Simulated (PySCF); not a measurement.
A structure optimised at PBE0-D3(BJ)/def2-SVP, used in a PySCF frequency run:

```
C
H 1 1.1044
N 1 1.4882 2 110.28
C 3 1.2867 1 105.17 2 112.71
H 4 1.1000 3 120.57 1 179.54
Si 1 1.8873 2 108.00 3 -123.44
H 6 1.4943 1 112.01 2 59.55
H 6 1.4952 7 108.85 1 -121.58
H 6 1.4969 7 108.80 8 -118.17
Si 4 1.8925 5 143.65 3 172.85
N 10 1.7121 4 124.79 5 65.92
H 11 1.0113 10 122.75 4 -131.10
H 11 1.0118 12 112.89 10 -173.79
H 10 1.4954 11 105.23 12 4.95
```

Question: Write its SMILES and formula.

Answer: N[Si@@H]1C=N[C@H]1[SiH3], C2H8N2Si2

Question: What are its rotational constants (standard atomic weights)?

Answer: 3.9267, 1.5466, 1.2314 GHz
